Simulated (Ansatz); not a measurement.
```xyz
15

N     1.4253    1.0455   -0.4099
Si    0.1745   -0.1218   -0.5430
O    -0.5496    0.0865   -1.9996
Si    0.7796   -2.3766   -0.4705
O    -0.8190    0.1497    0.7284
Si   -1.5775    1.3499    1.5433
H     2.1181    1.1251   -1.1377
H     1.8284    1.2469    0.4918
H    -0.7396    0.9900   -2.2635
H     1.4297   -2.6718    0.8371
H     1.7608   -2.6838   -1.5481
H    -0.3934   -3.2784   -0.6257
H    -2.6209    0.7426    2.4041
H    -0.6061    2.0871    2.3944
H    -2.2102    2.3089    0.5989
```

The species carries charge 0 and has multiplicity 1.

Problem. List the PBE/def2-TZVPP orbital energies in eV (the Gaussian-basis code of Ansatz). (Estimate.)

Solution. Computed: Occupied: -1780.50, -1780.11, -1779.16, -510.30, -510.30, -380.18, -138.03, -137.77, -136.96, -94.81, -94.78, -94.74, -94.55, -94.49, -94.48, -93.68, -93.68, -93.67, -25.23, -24.64, -21.23, -14.70, -13.40, -12.75, -12.32, -11.80, -10.84, -9.84, -9.39, -8.71, -8.30, -8.26, -8.00, -7.79, -7.44, -7.30, -6.17. Lowest empty: -0.76, -0.40, -0.38, 0.53, 0.67, 0.83, 0.93, 0.96.
